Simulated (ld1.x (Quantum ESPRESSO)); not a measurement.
## Ta (Z = 73): excitation energies, all-electron against PAW

```
Element                 : Ta
Generator               : ld1.x (Quantum ESPRESSO) 7.5
Type                    : PAW
Functional              : PBEsol
Relativity              : fully relativistic
Frozen core             : [Kr] 4d10 4f14
Valence charge          : 13
Reference configuration : 5s2 5p6 5d3.5 6s1.5 6p0
Partial waves           : 5s (bound): rcut 1.40, rcutus 1.55 bohr; 6s (bound): rcut 1.40, rcutus 1.55 bohr; 5p (bound): rcut 1.70, rcutus 2.00 bohr; 6p (bound, empty): rcut 1.70, rcutus 2.00 bohr; 5d (bound): rcut 1.40, rcutus 1.90 bohr; 5d channel at 0.55 Ry: rcut 1.40, rcutus 1.90 bohr
Local potential         : all-electron potential smoothed inside 1.55 bohr (lloc = -1)
Core correction         : Bessel-smoothed model core inside 1.20 bohr
Augmentation charge     : BESSEL, radius 1.15 bohr
```

Open shells are filled in proportion to 2j + 1 (rel_dist='average').

Energies are relative to the spin-unpolarised reference configuration 5s2 5p6 5d3.5 6s1.5 6p0; without spin polarisation the order of configurations can differ from experiment.

```tsv
valence configuration	charge	ΔE all-electron (eV)	error AE − PS (meV)
5s2 5p6 5d3 6s2 6p0	0	-0.987	-0.7
5s2 5p6 5d3 6s1 6p0	+1	7.522	-0.7
5s2 5p6 5d2 6s2 6p0	+1	6.740	-11
5s2 5p6 5d3 6s0 6p1	+1	12.603	-0.5
5s2 5p6 5d2 6s2 6p1	0	2.008	-9.9
```

What are ΔE and the potential's error for 5s2 5p6 5d4 6s0 6p0?

ΔE = 8.942 eV all-electron; the error (AE − PS) is -1.2 meV.

What are ΔE and the potential's error for 5s2 5p6 5d3 6s0 6p0?

ΔE = 22.500 eV all-electron; the error (AE − PS) is -3.4 meV.

The ghost test of this file was not conclusive.
